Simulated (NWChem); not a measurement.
Molecule: C$_{3}$H$_{6}$O; SMILES OC1CC1

```xyz
10

O     -0.0764    -1.4469    -0.2258
C     -0.0050    -0.2461     0.4608
C     -0.7560     0.8964    -0.1266
C      0.7505     0.9063    -0.1345
H      0.7643    -1.9023    -0.1096
H     -0.0048    -0.3306     1.5576
H     -1.2903     1.5769     0.5412
H     -1.2563     0.6947    -1.0773
H      1.2411     0.7242    -1.0948
H      1.2818     1.5925     0.5310
```
Atoms are numbered in this order, from 1.

Program: NWChem. Structure relaxed at the PBE0/def2-SVP level. Level: PBE0/def2-SVP with SMD (1 M gas to 1 M solution), gas-phase geometry.

For solvent water:

* **cavity-dispersion-structure term (kcal/mol)**: 2.3
* **dipole in solution (D)**: 1.99

Problem. Estimate the same quantities for solvent toluene.

Solution. 
| Quantity | Value |
|---|---|
| cavity-dispersion-structure term (kcal/mol) | -2.6 |
| dipole in solution (D) | 1.65 |
